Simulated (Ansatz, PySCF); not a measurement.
Spin gap between two states, R1 and P1; the higher of the two is an excited state, each structure at its B3LYP-D3(BJ)/def2-TZVP stationary point, reached from a drawn start (curvature not checked).
R1, SiH2 (SMILES [SiH2]) (charge 0, multiplicity 1):
```xyz
3

Si     0.0000     0.0000    -0.7087
H      1.0908     0.0000     0.3544
H     -1.0908     0.0000     0.3544
```
P1, SiH2 (SMILES [SiH2]) (charge 0, multiplicity 3, Z-matrix in Å and degrees):
```
Si
H 1 1.4847
H 1 1.4847 2 118.43
```

P less R. No zero-point or thermal terms; singlets are restricted closed shells; open shells are unrestricted.

Run with Ansatz (a program for electronic structure); PySCF for the D3/D4 terms. No computed number here is a measurement.

Problem. One of these levels gives 19.02 kcal/mol for the spin gap. Which?
A) SVWN5/def2-TZVPP
B) PBE0/def2-TZVPP
C) BLYP-D4/def2-TZVPP

Solution. A, SVWN5/def2-TZVPP. The others give 21.32 (BLYP-D4/def2-TZVPP), 14.94 (PBE0/def2-TZVPP)
